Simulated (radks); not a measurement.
Problem. All-electron atom: Mn I in [Ar] 3d5 4s2 (the NIST ground configuration). Calculated with a radial shooting solver on a logarithmic mesh with Libxc functionals: scalar-relativistic Kohn-Sham, LDA (Slater exchange, Perdew-Zunger correlation), spin-polarised, spherical densities, finite nucleus; open shells are filled with parallel spins first; Fermi nuclear charge, rms radius 3.7057 fm. Some entries of the table are withheld. Estimate them.

orbital  occ.  eigenvalue (hartree)  <r> (bohr)  <r^2> (bohr^2)
1s up       1             -235.6932     0.06101        0.005005
1s down     1             -235.6926     0.06101        0.005005
2s up       1             -27.27140      0.2804         0.09285
2s down     1             -27.19182      0.2799         0.09251
2p up       3             -23.13129      0.2477         0.07549
2p down     3             -23.06965      0.2471         0.07513
3s up       1              -3.18927      0.8527          0.8401
3s down     1              -3.01365      0.8564          0.8482
3p up       3              -2.05233      0.9042             (1)
3p down     3              -1.88112      0.9115             (2)
3d up       5                   (3)       1.193           1.901
4s up       1              -0.20844       2.992           10.39
4s down     1              -0.17212       3.236           12.19
3d down     0                   (4)       1.350           2.591

Solution. 
(1) 3p up <r^2> (bohr^2): 0.9654
(2) 3p down <r^2> (bohr^2): 0.9833
(3) 3d up eigenvalue (hartree): -0.30333
(4) 3d down eigenvalue (hartree): -0.15557
